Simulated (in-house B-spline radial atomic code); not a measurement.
Computed with a B-spline radial atomic code. Model: two electrons, singlet ground state, non-relativistic, full CI in B-splines with partial waves to l = 8 (at full coupling up to 3e-4 hartree above the limit, correlation up to 0.6 % small), density held at that of full coupling by Lieb maximisation.

Along the adiabatic connection the electron repulsion is scaled by a coupling λ while a local potential keeps the density fixed. At λ = 0 the system is the Kohn-Sham one and W equals the exchange energy; the exchange-correlation energy is the area under W between 0 and 1. The kinetic energy rises with λ as the electrons avoid each other, with dT/dλ = −λ dW/dλ.

Command:
```bash
python run_ac.py task.json out
```
Settings (lengths in bohr, energies in hartree):
```
potential              yukawa
strength               4.87
lmax                   8
second                 0.321
```

Cost of the run: 16 s on 1 thread of Intel(R) Xeon(R) Processor @ 2.30GHz, on a shared host.

**W = mean repulsion less Hartree energy, and W of three functionals.**

Given: confinement screened point charge; nuclear charge 4.87; screening of the nucleus 0.321 1/bohr; external potential -Z exp(-k r)/r.

Computed: LDA exchange minus exact 395.36 millihartree; PBE exchange minus exact 49.478 millihartree.

| coupling | W xc (hartree) | W xc minus exchange (millihartree) | kinetic minus Kohn-Sham (millihartree) | LDA (PW92) W minus its exchange (millihartree) | PBE W minus its exchange (millihartree) | SCAN W minus its exchange (millihartree) |
| --- | --- | --- | --- | --- | --- | --- |
| 0 | -2.8076 | 0 | 0 | 0 | 0 | 0 |
| 0.02 | -2.8095 | -1.875 | 0 | -14.32 | -1.86 | -1.84 |
| 0.05 | -2.8123 | -4.675 | 0.1 | -30.23 | -4.67 | -4.57 |
| 0.12 | -2.8188 | -11.157 | 0.7 | -60.07 | -11.27 | -10.83 |
| 0.25 | -2.8306 | -23.002 | 2.9 | -104.13 | -23.56 | -22.14 |
| 0.4 | -2.844 | -36.367 | 7.2 | -145.93 | -37.64 | -34.76 |
| 0.6 | -2.8613 | -53.7 | 15.9 | -193.19 | -56.12 | -50.97 |
| 0.8 | ? | ? | ? | ? | ? | ? |
| 1 | -2.8944 | -86.789 | 42.3 | -270.8 | -91.76 | -81.6 |
| 1.4 | -2.9256 | -117.93 | 79.6 | -334.64 | -125.53 | -110.17 |
| 2 | ? | ? | ? | ? | ? | ? |
| 3 | -3.0336 | -225.95 | 314 | -521.07 | -243.26 | -208.6 |
| 4.5 | -3.1158 | -308.13 | 620.2 | -643.87 | -333.24 | -283.8 |
| 7 | -3.2235 | -415.84 | 1233 | -793.29 | -452.57 | -384.06 |
| 10 | -3.3197 | -512.03 | 2043.4 | -922.04 | -561.94 | -476.22 |

What belongs in the row 0.8?

W xc (hartree): -2.8781; W xc minus exchange (millihartree): -70.499; kinetic minus Kohn-Sham (millihartree): 27.6; LDA (PW92) W minus its exchange (millihartree): -234.19; PBE W minus its exchange (millihartree): -74.17; SCAN W minus its exchange (millihartree): -66.56.

What belongs in the row 2?

W xc (hartree): -2.969; W xc minus exchange (millihartree): -161.32; kinetic minus Kohn-Sham (millihartree): 153.1; LDA (PW92) W minus its exchange (millihartree): -414.5; PBE W minus its exchange (millihartree): -172.76; SCAN W minus its exchange (millihartree): -149.76.

What is the SCAN exchange minus exact?

-4.676 millihartree.

**Energy parts, natural occupations and partial-wave weights.**

Computed: total energy -17.8626 hartree; exchange energy -2.8076 hartree; kinetic part of the DFT correlation energy 0.042256 hartree; kinetic part over minus potential part 0.48688; Hartree energy 5.6153 hartree; Kohn-Sham kinetic 20.633 hartree; Lieb Oxford ratio E_xc over LDA exchange 1.1824.

```csv
natural,occupation of the shell (electrons)
s,1.9976
p,?
s,0.00091025
d,6.8818e-05
p,4.9119e-05
s,2.0497e-05
```

What belongs in the row p?

occupation of the shell (electrons): 0.0013121.

```csv
wave,weight
s,0.99927
p,0.00068316
d,3.8693e-05
f,?
g,1.3417e-06
```

What belongs in the row f?

weight: 5.6592e-06.

What is the initial slope twice GL2?

-0.093902 hartree.

What is the correlation energy?

-0.044533 hartree.

Half-way to full coupling W has made 52 % of its drop, against 50 % for a straight line, and second-order (GL2) theory, half the initial slope, overshoots the correlation energy by about 5 %: correlation is weak here. Over couplings 0 to 1 the errors in E_xc come to about +279 millihartree for LDA, +47 millihartree for PBE, -2.4 millihartree for SCAN, so SCAN is nearest. In LDA and PBE and SCAN the errors of exchange and correlation have opposite signs, so the sum is smaller than the larger of the two.
